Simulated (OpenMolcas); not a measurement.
## Hf3+: moving or changing the point charges

Hf3+ among 8 point charges of -1 e arranged as a cube (Oh), 2.19 Å from the ion.
```
   1.2644    1.2644    1.2644  -1.00
   1.2644    1.2644   -1.2644  -1.00
   1.2644   -1.2644    1.2644  -1.00
   1.2644   -1.2644   -1.2644  -1.00
  -1.2644    1.2644    1.2644  -1.00
  -1.2644    1.2644   -1.2644  -1.00
  -1.2644   -1.2644    1.2644  -1.00
  -1.2644   -1.2644   -1.2644  -1.00
```

```json
{"Program": "OpenMolcas", "Method": "SS-CASPT2, IPEA 0.25 Eh, imaginary shift 0.1 Eh (closed shells correlated: 4f 5s 5p)", "Basis": "ANO-RCC-VDZP [7s6p4d2f1g]", "Scalar Hamiltonian": "DKH2, point nucleus", "Active space": "1 electron in 5 orbitals (5d)", "State averaging": "2S+1 = 2 even, 5 roots", "Spin-orbit coupling": "RASSI with atomic mean-field integrals over the reference wave functions"}
```

Runs around this geometry, states (labels of O, the rotations of Oh). Energies in cm-1 above the lowest state or level, χT in cm3 K/mol; 10Dq is the gap between the two states; 10Dq is negative for this site.

```tsv
R (Å)	q (e)	Ground state	First state of that spin	10Dq	First gap with spin-orbit (degeneracies)	χT at 300 K
2.19	-0.8	2E	2T2 8220	-8220	8730 (4, 4)	0.182
2.19	-1	2E	2T2 10580	-10581	10660 (4, 4)	0.199
2.43	-1	2E	2T2 6870	-6868	7770 (4, 4)	0.179
```

Taking |10Dq| as R^-n, n = -ln(6868 / 10581) / ln(2.43 / 2.19) = 4.2 between the shortest and longest distance. The point-charge formula for a cubic d site gives n = 5.

Scaling the charges by -0.8 / -1 = 0.80 scales |10Dq| by 8220 / 10581 = 0.78; with fixed orbitals a first-order splitting would follow the charge.

An orbital doublet at a regular site is open to a Jahn-Teller distortion, which this geometry leaves out. Free-ion shares, where given, are those of the reference states; single-state CASPT2 does not remix them. Point charges carry no covalency, so the field is a model and not that of real ligands. No measured value stands beside these numbers.
